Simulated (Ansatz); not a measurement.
Sn2SeF6 (relaxed from a model of (F3Sn)2Se, whose bonding it doesn't keep). The state is a singlet with charge 0. Geometry r2SCAN-D4/def2-SVP.

```xyz
9

Sn   -1.2148    1.3163   -0.4789
F    -2.9824    1.4439    0.2400
F    -0.7352    3.1392   -0.8006
F    -0.0602    0.7066    1.0376
Se   -0.4357   -0.5673   -1.8745
Sn    0.9882   -1.1872    0.2002
F     2.5412   -0.1298    0.5734
F     1.7926   -2.7453   -0.6036
F     0.1063   -1.9764    1.7065
```

In the def2 sets Sn takes a core potential, while STO-3G treats all electrons; there is no spin–orbit coupling. HSE06 is defined as in plane-wave codes, on full-range PBE exchange.

Estimate the orbital energies around the gap (eV) in Ansatz with HF/STO-3G, PBE0-D4/def2-SVP, PBE0-D4/def2-TZVPD, HSE06-D4/def2-TZVP, BHLYP-D4/def2-TZVP.


| orbital | HF/STO-3G | PBE0-D4/def2-SVP | PBE0-D4/def2-TZVPD | HSE06-D4/def2-TZVP | BHLYP-D4/def2-TZVP |
| --- | --- | --- | --- | --- | --- |
| HOMO−5 | -10.48 | -11.46 | -11.80 | -11.35 | -13.83 |
| HOMO−4 | -9.78 | -11.31 | -11.60 | -11.16 | -13.56 |
| HOMO−3 | -9.53 | -11.05 | -11.44 | -10.99 | -13.49 |
| HOMO−2 | -9.04 | -11.02 | -11.18 | -10.77 | -12.46 |
| HOMO−1 | -8.46 | -10.42 | -10.54 | -10.14 | -11.77 |
| HOMO | -7.76 | -9.26 | -9.32 | -8.92 | -10.45 |
| LUMO | 5.79 | -4.26 | -4.36 | -4.71 | -3.49 |
| LUMO+1 | 6.91 | -3.44 | -3.59 | -3.93 | -2.66 |
| LUMO+2 | 8.06 | -1.52 | -1.71 | -2.05 | -0.91 |
| LUMO+3 | 9.41 | -0.73 | -0.99 | -1.31 | -0.19 |
| LUMO+4 | 10.86 | 0.44 | -0.25 | -0.41 | 0.71 |
| LUMO+5 | 11.36 | 0.59 | -0.18 | -0.28 | 0.75 |
